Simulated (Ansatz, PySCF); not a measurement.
TeCl₂, SMILES Cl[Te]Cl.

The structure is a stationary point at B3LYP-D3(BJ)/def2-TZVP. The isomer is the one that the SMILES or the coordinates give; other isomers of the formula were not compared. The def2 effective core potentials stand for the cores of Te; spin–orbit coupling is left out.

Vertical ionisation energy (IE) and electron affinity (EA) in eV. Rows of orbital energies are one-electron estimates. Where ΔSCF, EOM or ADC give a negative EA the extra electron is unbound and the value depends on the basis.

| level | IE | EA |
|---|---|---|
| −ε(HOMO), −ε(LUMO), ωB97X/def2-TZVPD (PySCF) | 8.96 | 0.84 |
| −ε(HOMO), −ε(LUMO), PBE/def2-TZVPD (PySCF) | 5.60 | 3.69 |
| ΔSCF, PBE0/def2-SVPD (Ansatz), final states of multiplicity 2 and 2 | 8.92 | 1.21 |
| ΔSCF, PBE/def2-SVPD (Ansatz), final states of multiplicity 2 and 2 | 8.66 | 1.17 |

What vertical singlet–triplet gap does ΔSCF give with PBE0/def2-SVPD (Ansatz, a first-principles code) and with PBE/def2-SVPD (Ansatz)? (The exact figures need the calculation; the answer reports its results.)

1.73 and 1.62 eV (triplet above singlet where positive).
